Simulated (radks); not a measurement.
Values are calculated unless marked as measured or tabulated.
Question: Species: Mo3+. Configuration: [Kr] 4d3. Code: a radial shooting solver on a logarithmic mesh with Libxc functionals. Model: scalar-relativistic Kohn-Sham, r2SCAN, spin-unpolarised, spherical densities, finite nucleus; meta-GGA in the generalised Kohn-Sham scheme; Fermi nuclear charge, rms radius 4.4091 fm. Some entries of the table are withheld. Estimate them.

| orbital | occ. | eigenvalue (hartree) | r(max) (bohr) |
|---|---|---|---|
| 1s | 2 | -731.2661 | 0.02287 |
| 2s | 2 | -104.7708 | 0.1295 |
| 2p | 6 | (1) | 0.1036 |
| 3s | 2 | -19.03191 | 0.3830 |
| 3p | 6 | -15.36733 | 0.3768 |
| 3d | 10 | -9.42458 | 0.3234 |
| 4s | 2 | -3.60625 | 0.9877 |
| 4p | 6 | (2) | (3) |
| 4d | 3 | -1.19963 | 1.306 |

Answer: 
(1) 2p eigenvalue (hartree): -93.69770
(2) 4p eigenvalue (hartree): -2.61325
(3) 4p r(max) (bohr): 1.066
